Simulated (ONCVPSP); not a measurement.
# What one change does to a pseudopotential (silicon, ONCV)

| Item | Value |
| --- | --- |
| Element | silicon |
| Generator | ONCVPSP 4.0.1 |
| Type | optimised norm-conserving Vanderbilt (ONCV) |
| Functional | PBE |
| Relativity | scalar-relativistic |
| Frozen core | [He] |
| Valence charge | 12 |
| Reference configuration | 2s2 2p6 3s2 3p1 (charge +1) |
| Partial waves | 2s+3s: rc 1.05 bohr, ncon 4, nbas 7, qcut 11.7 1/bohr, 2 projectors; 2p+3p: rc 0.90 bohr, ncon 4, nbas 8, qcut 15.6 1/bohr, 2 projectors |
| Local potential | polynomial inside 0.75 bohr (lpopt 4, dvloc0 3 Ha) |
| Core correction | Teter function, fcfact 1.75, rcfact 1.2 |

All-electron outer shells of the reference configuration (PBE, scalar-relativistic, ld1.x):

```
shell  level (eV)  outermost node (bohr)  outermost maximum (bohr)
   1s    -1795.62                      –                      0.07
   2s     -149.00                   0.15                      0.45
   2p     -105.08                      –                      0.39
   3s      -19.03                   0.72                      1.75
   3p      -11.66                   0.71                      2.04
```

Change: p: rc 1.24.

Cutoffs: the cutoffs (Ha) at which the residual kinetic energy of the hardest occupied pseudo-wave falls to 1 and 0.1 mHa per electron; they do not see the model core or the augmentation charge, which bear on the density cutoff. Errors are all-electron minus pseudo energies relative to the spin-unpolarised reference configuration.

What does the change do?

The potential gets softer (96 Ha and 109 Ha → 72 Ha and 83 Ha); of the 4 tests that both files solve, the error grows in 1 and shrinks in 0 by more than 15 % and 0.3 meV (median size 0.7 → 0.7 meV); neither file shows a bound ghost. A larger radius leaves more room for a smooth pseudo-wave, so fewer plane waves are needed.

| quantity | base | changed |
| --- | --- | --- |
| cutoff, loose | 96 Ha | 72 Ha |
| cutoff, tight | 109 Ha | 83 Ha |
| loose cutoff by channel | s 33 Ha, p 96 Ha | s 33 Ha, p 72 Ha |
| bound ghosts | none | none |
| GHOST(+) flags under 300 eV | none | none |
| error for 2s2 2p6 3s2 3p2, meV [ΔE -7.74 eV] | +0.3 | +0.5 |
| error for 2s2 2p6 3s2 3p0, meV [ΔE 15.99 eV] | +0.9 | +0.8 |
| error for 2s2 2p6 3s1 3p0, meV [ΔE 49.96 eV] | -1.3 | -3.0 |
| error for 2s2 2p6 3s1 3p3, meV [ΔE -0.93 eV] | +0.5 | +0.6 |
| s: phases at 1.06 bohr within 0.05 rad from the reference energy up to (Ha; the scan ends near 5) | to the end of the scan | to the end of the scan |
| rms error of d²Exc/dni dnj with the model core, mHa | 1.55 | 1.04 |
